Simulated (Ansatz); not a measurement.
Basis sets compared for SiH2Me(OMe) (C2H8OSi). Total charge 0; singlet. Geometry PBE0-D4/def2-SVP. Ansatz on 2 threads of Intel Xeon Platinum 8375C on a shared host; times are rough, and most runs start from earlier orbitals.

Cartesian coordinates in Å:
```
C -1.650 -1.259 -0.355
C 1.217 1.715 0.405
O 0.079 0.936 0.175
Si 0.112 -0.705 -0.120
H 0.937 -0.987 -1.342
H 0.756 -1.417 1.034
H -1.693 -2.342 -0.554
H -2.112 -0.733 -1.204
H -2.245 -1.050 0.546
H 1.782 1.378 1.294
H 0.907 2.757 0.578
H 1.910 1.707 -0.458
```

Binding counts from free atoms (C triplet, O triplet, Si triplet, H doublet) in the same basis, without a counterpoise term.

| level | functions | energy (Eh) | HOMO (eV) | LUMO (eV) | binding per atom (eV) | wall time |
| --- | --- | --- | --- | --- | --- | --- |
| HF/STO-3G | 32 | -438.9412 | -8.54 | 12.92 | 3.50 | 0.15 s |
| PBE-D4/def2-SVP | 100 | -445.2143 | -6.22 | 0.38 | 3.82 | 1 s |
| PBE0-D4/def2-SVP | 100 | -445.2655 | -7.80 | 1.28 | 3.78 | 1.1 s |

(1) Estimate the rows for HF/def2-TZVP, PBE-D4/def2-TZVP (with forces), PBE0-D4/def2-TZVP.

Results:

(1) 
| level | functions | energy (Eh) | HOMO (eV) | LUMO (eV) | binding per atom (eV) | wall time |
| --- | --- | --- | --- | --- | --- | --- |
| HF/def2-TZVP | 178 | -444.3044 | -11.73 | 3.47 | 2.84 | 1.5 s |
| PBE-D4/def2-TZVP (with forces) | 178 | -445.5031 | -6.41 | -0.14 | 3.81 | 2.4 s |
| PBE0-D4/def2-TZVP | 178 | -445.5499 | -7.93 | 0.71 | 3.77 | 2.3 s |
